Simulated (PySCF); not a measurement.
C2Fe, SMILES [C][C][Fe] (connectivity only; charge and spin as stated), neutral, multiplicity 5.

Geometry optimised at B3LYP-D3(BJ)/def2-TZVP. The spin state was assumed, not searched.

All values below come from B3LYP-D3(BJ)/def2-TZVP (PySCF).

Frequencies are harmonic and unscaled.

Modes within 1.5 cm⁻¹ of each other (mostly degenerate sets) share a row, with their intensities summed.

| mode | ν (cm⁻¹) | IR (km/mol) | moving atoms (share of kinetic energy) |
|---|---|---|---|
| 1–2 | 137 | 12.1 | C 97 % |
| 3 | 571 | 20.9 | C 70 %, Fe 30 % |
| 4 | 1808 | 166.6 | C 100 % |
